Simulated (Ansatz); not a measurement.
Reaction (silylene formation by 1,1-elimination): `FC(F)[SiH3]` → difluoromethane + `[SiH2]`

Gas-phase electronic energies from Ansatz, PBE0-D4/def2-TZVP geometries. CBS: MP2 limit from def2 TZ/QZ plus the TZ coupled-cluster correction, frozen cores. This one scheme is used for every species. Functionals use def2-TZVPP. HSE06 is defined as in plane-wave codes.

```tsv
level	ΔE (kcal/mol)
LDA (SPW92)	56.7
BLYP-D4	46.4
HSE06-D4	50.7
LC-ωPBE	52.8
MP2/def2-SVP	48.0
CCSD/def2-TZVPP	44.9
MP2/def2-QZVPP	51.1
SCS-MP2/def2-QZVPP	48.8
```

**Question.** What does CCSD(T)/CBS give? (Best estimate.)

**Answer.** The calculation gave: +48.1 kcal/mol. The listed levels differ from it by 8.6, -1.7, 2.6, 4.7, -0.1, -3.2, 3.0, 0.7 kcal/mol.

Largest T1 diagnostic among the species: 0.014.

From BLYP to BHLYP (50 % exact exchange), in def2-TZVPP and without D4, ΔE moves by +3.6 kcal/mol. The D4 term adds +2.3 kcal/mol with B3LYP and +1.2 kcal/mol with PBE0; it sums over pairs of atoms, weighted by their polarisabilities, and B3LYP, whose exchange is more repulsive, gets the larger term.

B3LYP here is the variant with VWN-RPA as its local correlation; programs differ in this.
